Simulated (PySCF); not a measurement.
Radial density of O⁺ (oxygen, charge +1)

UHF, [He] 2s2 2p3, high-spin 4S determinant. Computed with PySCF 2.14 in cc-pVDZ-DK (3s2p1d, 14 functions), with the spin-free X2C one-electron Hamiltonian (Gaussian nucleus).

```csv
r (bohr),4πr²ρ (e/bohr),4πr²(ρα − ρβ)
0.00418,0.06731,0.0001
0.00704,0.1812,0.0003
0.0118,0.4664,0.0008
0.0199,1.151,0.0020
0.0335,2.606,0.0050
0.0563,5.121,0.0131
0.0947,7.891,0.0410
0.159,8.210,0.1699
0.268,4.873,0.6495
0.451,3.061,1.7193
0.758,4.458,2.6566
1.28,2.974,1.6713
2.15,0.5037,0.2770
3.61,0.01769,0.0144
```

Densities and radii are taken from the X2C orbitals without a picture-change correction, which distorts them close to the nucleus.
